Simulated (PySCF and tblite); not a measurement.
The numbers below are computed, except where a source is named.
Stationary points of C3H8O2S3 at GFN2-xTB, in Å:

Structure A

```
 1 C     1.810    0.799   -1.716
 2 S     1.648    1.015    0.087
 3 S     1.696   -0.882    0.788
 4 C    -0.033   -1.468    0.588
 5 C    -1.043   -0.555    1.231
 6 S    -1.619    0.704    0.041
 7 O    -2.976    1.039    0.341
 8 O    -1.288    0.304   -1.298
 9 H     2.608    0.093   -1.917
10 H     0.859    0.460   -2.116
11 H     2.060    1.776   -2.115
12 H    -0.243   -1.557   -0.479
13 H    -0.029   -2.459    1.041
14 H    -0.649   -0.016    2.089
15 H    -1.948   -1.087    1.517
16 H    -0.861    1.844    0.311
```

Structure B

```
 1 C     1.786    0.778   -1.926
 2 S     2.529   -0.307   -0.662
 3 S     1.399    0.048    0.976
 4 C     0.084   -1.246    0.868
 5 C    -1.244   -0.656    1.262
 6 S    -1.655    0.660    0.085
 7 O    -2.981    1.137    0.321
 8 O    -1.290    0.255   -1.242
 9 H     2.294    0.538   -2.854
10 H     0.723    0.570   -2.009
11 H     1.963    1.815   -1.657
12 H     0.052   -1.584   -0.167
13 H     0.373   -2.071    1.520
14 H    -1.233   -0.197    2.246
15 H    -2.051   -1.383    1.197
16 H    -0.789    1.700    0.433
```

Structure C

```
 1 C     1.704    0.481   -1.688
 2 S     2.381    1.091   -0.120
 3 S     1.349    0.120    1.439
 4 C     0.206   -1.116    0.711
 5 C    -1.211   -0.786    1.110
 6 S    -1.668    0.789    0.341
 7 O    -2.992    1.163    0.724
 8 O    -1.339    0.738   -1.056
 9 H     1.971   -0.562   -1.836
10 H     0.631    0.649   -1.744
11 H     2.206    1.090   -2.435
12 H     0.299   -1.097   -0.373
13 H     0.516   -2.091    1.088
14 H    -1.330   -0.659    2.183
15 H    -1.923   -1.520    0.737
16 H    -0.800    1.711    0.919
```

The path came from a restrained scan, a climbing-image band and a saddle search at GFN2-xTB; energies are revPBE/pcSseg-1 + D3(BJ), IEF-PCM acetonitrile//GFN2-xTB, thermal terms GFN2-xTB.

Q: Which structure is a saddle point, and along which motion?

A: C: one imaginary mode (114i cm⁻¹ at GFN2-xTB, mostly on S2, S3, C1), along the rotation about the S2–S3 bond (torsion C1–S2–S3–C4 from -83° to 92°, rising).

Q: Give their symmetry and energies above the lowest.

A: A C1, 0.0 kcal/mol; B C1, 1.2 kcal/mol; C C1, 10.0 kcal/mol.
